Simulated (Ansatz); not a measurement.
`[CH3][Ga]([Cl])[Cl]` and `[CH3][Al]([Cl])[Cl]` differ in one element.

Ansatz, PBE0-D4/def2-TZVP geometries, multiplicity 1. 

Scalar relativity is left out up to krypton.

```
                               property  `[CH3][Ga]([Cl])[Cl]`
     LUMO energy (PBE0/def2-TZVPP) / eV                  -1.19
    LUMO energy (B3LYP/def2-TZVPP) / eV                  -1.46
  HOMO–LUMO gap (B3LYP/def2-TZVPP) / eV                   7.07
   HOMO–LUMO gap (PBE0/def2-TZVPP) / eV                   7.60
    HOMO energy (B3LYP/def2-TZVPP) / eV                  -8.52
HOMO–LUMO gap (ωB97M-V/def2-TZVPP) / eV                  11.52
```

**Question.** Give the same properties after the change, and the shifts. (Best estimate.)

**Answer.** Ansatz gave: 
| property | `[CH3][Al]([Cl])[Cl]` | shift |
| --- | --- | --- |
| LUMO energy (PBE0/def2-TZVPP) / eV | -0.88 | 0.31 |
| LUMO energy (B3LYP/def2-TZVPP) / eV | -1.08 | 0.38 |
| HOMO–LUMO gap (B3LYP/def2-TZVPP) / eV | 7.54 | 0.47 |
| HOMO–LUMO gap (PBE0/def2-TZVPP) / eV | 8.00 | 0.40 |
| HOMO energy (B3LYP/def2-TZVPP) / eV | -8.62 | -0.10 |
| HOMO–LUMO gap (ωB97M-V/def2-TZVPP) / eV | 11.86 | 0.34 |

With PBE0 the HOMO falls by 0.08 eV and the LUMO rises by 0.31 eV, so the gap widens by about 0.39 eV. PBE moves the HOMO by -0.09 eV and ωB97M-V by -0.10 eV.

B3LYP here is the variant with VWN-RPA as its local correlation; programs differ in this.
